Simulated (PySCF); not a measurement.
**Adding and removing an electron: NaBi**

HSE06; PySCF, scalar-relativistic core potentials, basis sets Na def2-SVPD, Bi def2-SVPD with ECP60. Neutral (UKS): triplet (π ↑↑), Re = 2.994 Å, ωe = 187 cm⁻¹, De = 1.18 eV, HOMO -3.95 eV, LUMO -2.24 eV.

NaBi⁺ (UKS): quartet (σ ↑, π ↑↑), Re = 3.439 Å, ωe = 94.5 cm⁻¹. The energies at the minima are -376.78167 hartree for NaBi and -376.55960 for NaBi⁺.

Work out the adiabatic ionisation energy, without and with harmonic zero-point energies (1 hartree = 27.2114 eV, 1 eV = 8065.5 cm⁻¹), and the change of the bond length.

At HSE06: 0.22207 hartree = 6.043 eV between the minima; the zero-point term (94.5 − 187.0)/2 cm⁻¹ = -0.006 eV makes it 6.037 eV. Re changes by +44.5 pm against the neutral. The electron leaves a σ orbital, and the ion is left as a loose complex of an ion and an atom.

These are scalar-relativistic numbers at best; spin–orbit coupling would shift them, the dissociation energy most. States were picked by a PBE0 search and need not be the measured ground states.
